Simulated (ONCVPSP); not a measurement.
**Ge: variants of one ONCV potential**

Base potential:

germanium (Ge), optimised norm-conserving Vanderbilt (ONCV), made with ONCVPSP 4.0.1 (PBEsol, fully relativistic). Core [Ar] 3d10, reference 4s1 4p3. Waves: 4s: rc 1.80 bohr, ncon 3, nbas 7, qcut 3.4 1/bohr, 2 projectors, debl 1.4 Ha; 4p: rc 1.50 bohr, ncon 4, nbas 7, qcut 5.8 1/bohr, 2 projectors, debl 1 Ha. Local part: polynomial inside 1.40 bohr (lpopt 5, dvloc0 0 Ha). Core correction: Teter function fitted to the true core (icmod 2), fcfact 0.4.

Open shells are filled in proportion to 2j + 1.

All-electron outer shells of the reference configuration (PBEsol, scalar-relativistic, ld1.x):

```csv
shell,level (eV),outermost node (bohr),outermost maximum (bohr)
3p,-117.22,0.23,0.54
3d,-31.05,–,0.50
4s,-12.70,0.77,1.73
4p,-4.59,0.82,2.16
```

Cutoffs, loose and tight: the cutoffs (Ha) at which the residual kinetic energy of the hardest occupied pseudo-wave falls to 1 and 0.1 mHa per electron. They do not see the model core or the augmentation charge, which bear on the density cutoff. Test errors are all-electron minus pseudo excitation energies from the reference, over the configurations 4s2 4p2; 4s2 4p1; 4s2 4p0; 4s1 4p2. A dash means not determined; rows that change the core or the reference have their own tests.

A true bound ghost makes a file unfit for plane-wave use even where its test errors are small: the radial tests pick states by their node count and pass the ghost by.

```tsv
change	outcome	cutoff, loose	cutoff, tight	bound ghosts	GHOST(+) flags above zero	largest test error (meV)
base	generated	16 Ha	60 Ha	p3/2, p1/2	s	-20
p: qcut 3.6	generated	24 Ha	61 Ha	p3/2, p1/2	s, p3/2, p1/2	-20
p: qcut 4.5	generated	27 Ha	62 Ha	p3/2, p1/2	s	-20
p: qcut 5.4	generated	17 Ha	61 Ha	p3/2, p1/2	s	-20
p: qcut 6.2	generated	17 Ha	58 Ha	p3/2, p1/2	s	-20
p: qcut 6.8	generated	19 Ha	50 Ha	p3/2, p1/2	s	-19
p: qcut 7.6	generated	22 Ha	43 Ha	p3/2, p1/2	s	-19
p: qcut 8.6	generated	26 Ha	43 Ha	p3/2, p1/2	s	-18
```

Reading the sweep of the qcut of the p channel (base included, trends over the rows without a ghost): Bound ghosts are found at 3.6, 4.5, 5.4, 5.8, 6.2, 6.8, 7.6, 8.6 1/bohr. Every judged row has one, so this setting neither creates nor removes them.
